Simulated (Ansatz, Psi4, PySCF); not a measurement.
C$_{3}$H$_{10}$N (SMILES C[NH+](C)C), charge +1, singlet, geometry from GFN2-xTB. Base run: PBE0/cc-pVDZ (PySCF).

Geometry (Å):
```xyz
14

N     -0.0015    -0.0008     0.3491
C     -0.0068     1.4036    -0.0989
C      1.2194    -0.6952    -0.0985
C     -1.2113    -0.7077    -0.1087
H     -0.0025     1.4414    -1.1871
H      0.8734     1.9250     0.2727
H     -0.8955     1.9158     0.2653
H      1.2546    -0.7102    -1.1867
H      1.2292    -1.7207     0.2660
H      2.1057    -0.1843     0.2731
H     -1.2372    -0.7231    -1.1971
H     -2.1059    -0.2060     0.2555
H     -1.2136    -1.7334     0.2557
H     -0.0057    -0.0031     1.3760
```
Charge +1, spin multiplicity 1.
All else is at PySCF's defaults.

The same geometry, method and basis name were run in Ansatz (a program for electronic structure) and Psi4 and PySCF, at each program's defaults and at the settings that a row names. The base is PySCF at its defaults. Differences at the defaults can come from grids, fitting, cores and function types together.

```csv
code and settings,ΔE vs base (µEh),basis functions,E (Eh),SCF cycles
"PySCF, defaults (exact integrals, its default grid, spherical functions)",0.0,106,-174.63541,9
"Psi4, defaults (density fitting with its default set, its default grid, spherical functions)",-98.0,106,-174.63551,8
"Ansatz, defaults (factorised integrals, its default grid, spherical functions)",0.0,106,-174.63541,-
"PySCF, density fitting with def2-universal-jkfit",-85.3,106,-174.63550,9
"PySCF, fine grid",-10.6,106,-174.63542,9
"Psi4, exact integrals, spherical functions, fine grid",-9.8,106,-174.63542,9
"Ansatz, high accuracy",-9.8,106,-174.63542,-
```
